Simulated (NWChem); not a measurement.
SnIF3; SMILES [F][Sn]([F])([F])[I]

All runs: NWChem. Medium grid unless said otherwise, to which SCAN and Minnesota functionals are sensitive. Structure relaxed at the PBE0/def2-SVP level. def2 effective core potentials on Sn, I; no spin-orbit coupling. Hybrids' shares of exact exchange are those that their runs print; pure functionals count as 0. The functionals differ in more than this share.

| row | share of exact exchange | orbital gap (eV) |
|---|---|---|
| PBE/def2-SVP | 0.00 | 3.33 |
| TPSS/def2-SVP | 0.00 | 3.53 |
| B3LYP/def2-SVP | 0.20 | withheld |
| PBE0/def2-SVP | 0.25 | 5.39 |
| M06/def2-SVP | 0.27 | 5.26 |
| MPW1K/def2-SVP | 0.43 | 6.88 |
| MN15/def2-SVP | 0.44 | 6.44 |
| BHandHLYP/def2-SVP | 0.50 | 7.36 |

Problem. Fit a straight line of the last column on the one before it, predict the withheld value, and compare with the run.

Solution. 
1. Means of the 7 shown rows: x = 0.270, y = 5.456. Slope Σ(x − x̄)(y − ȳ)/Σ(x − x̄)² = 1.928/0.2536 = 7.604; intercept 3.403.
2. The shown rows scatter about the line by 0.181 (root mean square); the largest residual is -0.31, at MN15/def2-SVP.
3. At x = 0.20 (B3LYP/def2-SVP; inside the shown range) the line gives 4.92.
4. The run gives 4.85, -0.07 from the line, 0.4 times the scatter.
